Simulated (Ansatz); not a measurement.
`C[NH][GeH2][Cl]` + H₂ → `[Cl][GeH3]` + CH₃NH₂ at 600 K and 1 bar (hydrogenolysis of a Ge–N bond).

Gas-phase electronic energies from Ansatz, PBE0-D4/def2-TZVP geometries. CBS: MP2 limit from def2 TZ/QZ plus the TZ coupled-cluster correction, frozen cores. This one scheme is used for every species. For Ge outer-core shells are correlated without core-valence functions, which leaves a few kJ/mol of doubt a bond. Scalar relativity is left out up to krypton. One conformer a species, not always the lowest.

| species | CCSD(T)/CBS energy (Eh) | H − E (kJ/mol) | S (J/(mol·K)) |
| --- | --- | --- | --- |
| `C[NH][GeH2][Cl]` | -2632.29815 | 245.4 | 426.6 |
| H₂ | -1.17544 | 43.9 | 150.8 |
| `[Cl][GeH3]` | -2537.71925 | 96.6 | 309.8 |
| CH₃NH₂ | -95.75281 | 199.3 | 283.8 |

H − E and S are ideal-gas, rigid-rotor, harmonic terms from PBE0-D4/def2-TZVP, for one conformer and one mirror image of each species. The MP2-based limit puts H₂ 0.8 mEh under its directly extrapolated value; such offsets cancel only in part. 1 Eh = 2625.50 kJ/mol, R = 8.31446 J/(mol·K).

By hand: ΔE, ΔH, ΔS and ΔG.

ΔE = (-2537.71925) + (-95.75281) − (-2632.29815) − (-1.17544) = 0.00153 Eh = 4.0 kJ/mol. Δ(H − E) = 96.6 + 199.3 − 245.4 − 43.9 = 6.6, so ΔH = 10.6 kJ/mol. ΔS = 309.8 + 283.8 − 426.6 − 150.8 = 16.2 J/(mol·K). ΔG = 10.6 − 600 × (16.2)/1000 = 0.9 kJ/mol.

By hand: the equilibrium constant, and the temperature at which ΔG would vanish if ΔH and ΔS stayed fixed.

log₁₀ K = −ΔG/(RT ln 10) = -0.1. ΔG = 0 at ΔH/ΔS = 654 K, though so small a ΔS makes that figure unsure.

TΔS isn't small against ΔH here. The sign of ΔG lies within the doubt. A doubt of 5 kJ/mol in ΔE shifts log₁₀ K by 0.4 here. Other conformers and mirror images would add mixing entropy, several J/(mol·K) or more a flexible species. These are equilibria of isolated gas molecules and say nothing of rates. Largest T1 diagnostic: 0.010 (customary marks: 0.02 for closed shells, 0.045 for open ones).
